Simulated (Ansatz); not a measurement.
Stretching the Al1–H2 bond in AlH2I (SMILES [AlH2][I]) (multiplicity 1 held, fragments rigid). Energies count from the point at 1.571 Å.
Geometry at that point (charge 0, multiplicity 1):
```xyz
4

Al    -1.029    -1.593     0.268
H     -0.519    -2.624     1.337
H     -2.327    -1.781    -0.598
I      0.306     0.474    -0.080
```

Restricted levels (R-, RO-) in cc, def2 and unpolarised 6-31G sets keep to the state of the molecule at rest. Unrestricted levels (U-) break spin symmetry where that is lower. Active spaces are followed from a long bond inwards. Levels need not reach the same state.

Correlated levels freeze the cores. Filled d and f shells under p-block atoms count as core.

The values were computed with Ansatz (a quantum-chemistry and plane-wave program) with Gaussian orbitals.  In def2 rows elements past Kr take small-core potentials, without spin–orbit coupling.

Energies in kJ/mol.

| R (Å) | U-HF/def2-SVP | R-CCSD/def2-SVP | R-CCSD(T)/def2-SVP | FIC-NEVPT4(SD) on CASSCF(2,2)/def2-SVP | FIC-MRCISD+Q on CASSCF(2,2)/def2-SVP |
|---|---|---|---|---|---|
| 1.257 | 110 | 108 | 108 | 108 | 108 |
| 1.414 | 22 | 21 | 22 | 22 | 21 |
| 1.571 | 0 | 0 | 0 | 0 | 0 |
| 1.728 | 16 | 14 | 14 | 14 | 14 |
| 1.885 | 51 | 47 | 46 | 45 | 46 |
| 2.120 | 120 | 109 | 107 | 106 | 107 |
| 2.356 | 190 | 172 | 169 | 167 | 169 |
| 2.749 | 250 | 258 | 252 | 249 | 251 |
| 3.141 | 270 | 315 | 302 | 300 | 303 |
| 3.613 | 278 | 352 | 327 | 330 | 332 |
| 4.241 | 281 | 371 | 328 | 343 | 345 |
| 5.026 | 281 | 378 | 318 | 346 | 348 |

Doubts at one or more of the structures used: a spin-contaminated determinant (U-HF/def2-SVP); a restricted determinant that unrestricted orbitals would lower (R-CCSD/def2-SVP, R-CCSD(T)/def2-SVP); other coupled-cluster roots lie near (R-CCSD/def2-SVP, R-CCSD(T)/def2-SVP); T1 above 0.05 (R-CCSD/def2-SVP, R-CCSD(T)/def2-SVP).
